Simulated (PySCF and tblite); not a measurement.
Results of a calculation; reference values are marked as such.
C₅H₅NO, numbered as in [O:1]=[CH:2][c:3]1[cH:4][cH:5][cH:6][nH:7]1.

Geometries PBE0-D3(BJ)/def2-SVP; weights from PBE0-D3(BJ)/def2-TZVP energies and GFN2-xTB thermal corrections, with symmetry numbers and mirror pairs. Conformers within 4 kcal/mol (GFN2-xTB free energy) were kept, 5 at most. Programs: PySCF with density fitting and tblite.

Rotational constants are equilibrium values for the commonest isotopes; dipoles come from the energy level named.

Torsions listed: O1–C2–C3–N7.

| conformer | shape | symmetry |
| --- | --- | --- |
| 1 | 0° | Cs |
| 2 | 180° | Cs |

(1) Give the rotational constants and dipole components, as needed to look for these species in a jet-cooled rotational spectrum.

(2) Which type of transition is strongest for conformer 1?

Results:

(1) 
| conformer | A (MHz) | B (MHz) | C (MHz) | abs μa (D) | abs μb (D) | abs μc (D) | κ | Ic−Ia−Ib (u Å²) |
| --- | --- | --- | --- | --- | --- | --- | --- | --- |
| 1 | 7907 | 2098 | 1658 | 2.69 | 0.16 | 0.01 | -0.86 | 0.0 |
| 2 | 7988 | 2017 | 1610 | 3.57 | 2.80 | 0.00 | -0.87 | 0.0 |

(2) a-type, since that component is clearly the largest; the top is near-prolate.
